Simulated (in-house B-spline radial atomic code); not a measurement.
Configurations of Ar⁺, with energies counted from [Ne] 3s2 3p5. Level of theory: scalar-relativistic (X2C) B3LYP, spin-polarised, spherical fractional occupations, Fermi nucleus of rms radius 3.4274 fm; calculated with a B-spline radial code for spherical atoms. Shells without spins written out take the highest spin.

Caution: exact exchange at fractional occupations of open shells leaves self-interaction of up to several eV.

Occupations are held fixed; configurations that lie above the ionisation limit could autoionise.

```
                                                  configuration  E - E(ref) (eV)  highest orbital  its <r> (bohr)
                                                   [Ne] 3s1 3p6            14.39          3p down           1.562
                     [Ne] 3s2 3p(1 up, 3 down) 4s(1 up, 0 down)           16.866            4s up           3.945
                                               [Ne] 3s1 3p5 3d1           33.075            3d up           2.523
                                               [Ne] 3s1 3p5 4p1           35.079            4p up           4.679
[He] 2s2 2p(3 up, 2 down) 3s2 3p(3 up, 2 down) 3d(1 up, 0 down)           257.91            3d up           2.338
                                       [He] 2s2 2p5 3s2 3p5 4f1           265.22            4f up           8.971
```

**Question.** Order these further configurations by energy, lowest first.
A. [He] 2s2 2p5 3s2 3p6
B. [He] 2s2 2p5 3s2 3p5 4d1
C. [Ne] 3s2 3p4 4p1
D. [He] 2s2 2p(2 up, 3 down) 3s2 3p(3 up, 2 down) 4f(0 up, 1 down)
E. [Ne] 3s1 3p5 4f1

**Answer.** C (19.694 eV), E (39.908 eV), A (236.44 eV), B (263.57 eV), D (265.67 eV).

**Question.** How far above the reference does [Ne] 3s2 3p4 3d1 lie?

**Answer.** 17.934 eV; its least bound orbital is 3d up with <r> = 2.613 bohr.

**Question.** How far above the reference does [Ne] 3s(1 up, 0 down) 3p(2 up, 3 down) 4d(1 up, 0 down) lie?

**Answer.** 40.2 eV; its least bound orbital is 4d up with <r> = 7.047 bohr.
